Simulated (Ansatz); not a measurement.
`CC[SiH2][SiH3]` + CH₃NH₂ → `CN[SiH3]` + `CC[SiH3]` at 500 K and 1 bar (cleavage of the Si–Si bond).

Gas-phase electronic energies from Ansatz, PBE0-D4/def2-TZVP geometries. CCSD(T)/CBS adds triple-zeta CCSD(T) − MP2 to the extrapolated MP2 energy (def2 sets, frozen cores). Each species was taken in one conformer, which may not be the lowest.

```
         species  CCSD(T)/CBS energy (Eh)  H − E (kJ/mol)  S (J/(mol·K))
`CC[SiH2][SiH3]`               -660.27614           334.9          439.1
          CH₃NH₂                -95.75281           191.8          270.3
      `CN[SiH3]`               -386.04948           244.7          351.8
      `CC[SiH3]`               -369.99568           274.2          352.5
```

H − E and S are ideal-gas, rigid-rotor, harmonic terms from PBE0-D4/def2-TZVP, for one conformer and one mirror image of each species. 1 Eh = 2625.50 kJ/mol, R = 8.31446 J/(mol·K).

Question: By hand: ΔE, ΔH, ΔS and ΔG.

Answer: ΔE = (-386.04948) + (-369.99568) − (-660.27614) − (-95.75281) = -0.01621 Eh = -42.6 kJ/mol. Δ(H − E) = 244.7 + 274.2 − 334.9 − 191.8 = -7.8, so ΔH = -50.4 kJ/mol. ΔS = 351.8 + 352.5 − 439.1 − 270.3 = -5.1 J/(mol·K). ΔG = -50.4 − 500 × (-5.1)/1000 = -47.9 kJ/mol.

Question: By hand: the equilibrium constant, and the temperature at which ΔG would vanish if ΔH and ΔS stayed fixed.

Answer: log₁₀ K = −ΔG/(RT ln 10) = 5.0. ΔG = 0 at ΔH/ΔS = 9882 K, far beyond where these terms or the molecules hold.

The number of gas molecules stays the same, so ΔS is small and ΔH decides. A doubt of 5 kJ/mol in ΔE shifts log₁₀ K by 0.5 here. Other conformers and mirror images would add mixing entropy, several J/(mol·K) or more a flexible species. Modes under 60 cm⁻¹, often nearly free rotors, make the harmonic entropy too high. These are equilibria of isolated gas molecules and say nothing of rates. Largest T1 diagnostic: 0.011 (customary marks: 0.02 for closed shells, 0.045 for open ones).
